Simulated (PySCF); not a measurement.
**`CC[Si@@H](C)O[SiH2]O`, C₃H₁₂O₂Si₂**

Cartesian coordinates in Å; atom numbers follow the order of the lines, from 1:
```xyz
19

C    -2.3968   -1.5522    0.3546
C    -0.8986   -1.3296    0.5282
Si   -0.2208    0.0536   -0.5890
C    -1.0209    1.7273   -0.1861
O     1.3836    0.1278   -0.3343
Si    2.7729    0.9288   -0.0847
O     3.9424   -0.1461    0.2277
H    -2.9490   -0.6472    0.5956
H    -2.6264   -1.8227   -0.6734
H    -2.7517   -2.3503    1.0049
H    -0.3752   -2.2636    0.3167
H    -0.6940   -1.0978    1.5755
H    -0.3630   -0.2770   -2.0136
H    -2.0737    1.7448   -0.4496
H    -0.5305    2.5285   -0.7313
H    -0.9418    1.9583    0.8733
H     2.6944    1.7198    1.1313
H     3.0439    1.6795   -1.3078
H     3.9953   -0.9729   -0.2452
```

Level of theory: GIAO PBE/pcSseg-1 magnetisability, rotational g tensor and spin-rotation constants, non-relativistic, gas phase in PySCF 2.14.0. Geometry: GFN2-xTB.

Question: Give the nuclear spin-rotation constants along the inertial axes (H = +C I·J) beside the isotropic shieldings.

Answer: Rotational constants 3.3767, 0.8114, 0.6964 GHz. A star marks the isotopologue with that one atom substituted, in its own axes.
| atom | isotope | Caa (kHz) | Cbb (kHz) | Ccc (kHz) | mean (kHz) | σ (ppm) |
| --- | --- | --- | --- | --- | --- | --- |
| H8 | 1H | -0.324 | -0.017 | -0.062 | -0.134 | 31.0 |
| H9 | 1H | -0.340 | -0.092 | 0.008 | -0.141 | 30.8 |
| H10 | 1H | -0.266 | -0.024 | -0.059 | -0.117 | 30.3 |
| H11 | 1H | -0.363 | 0.004 | -0.067 | -0.142 | 30.5 |
| H12 | 1H | -0.384 | -0.090 | 0.015 | -0.153 | 30.7 |
| H13 | 1H | -0.283 | -0.069 | 0.039 | -0.104 | 26.2 |
| H14 | 1H | -0.018 | -0.080 | -0.082 | -0.060 | 31.5 |
| H15 | 1H | -0.237 | -0.028 | -0.080 | -0.115 | 31.4 |
| H16 | 1H | -0.404 | -0.091 | 0.009 | -0.162 | 31.4 |
| H17 | 1H | -0.287 | -0.061 | 0.028 | -0.107 | 26.6 |
| H18 | 1H | -0.231 | -0.022 | -0.012 | -0.088 | 26.2 |
| H19 | 1H | -0.448 | -0.032 | -0.044 | -0.175 | 29.9 |
| C1 | 13C* | 0.440 | 0.107 | 0.093 | 0.214 | 174.6 |
| C2 | 13C* | 0.472 | 0.120 | 0.103 | 0.232 | 166.8 |
| Si3 | 29Si* | -2.091 | -0.518 | -0.480 | -1.030 | 337.3 |
| C4 | 13C* | 0.392 | 0.101 | 0.082 | 0.192 | 183.4 |
| O5 | 17O* | -0.542 | -0.052 | -0.099 | -0.231 | 248.8 |
| Si6 | 29Si* | -2.038 | -0.482 | -0.420 | -0.980 | 375.4 |
| O7 | 17O* | -0.205 | -0.080 | -0.087 | -0.124 | 280.4 |

For the geometry as given, no vibrational averaging.

Question: How do the rotational constants and the g tensor change when H8, H9, H10, H11, H12, H13, H14, H15, H16, H17, H18, H19 are replaced by deuterium?

Answer: Constants 2.6089, 0.7080, 0.6049 GHz; g -0.0183, -0.0093, -0.0068, against -0.0235, -0.0106, -0.0078 before.
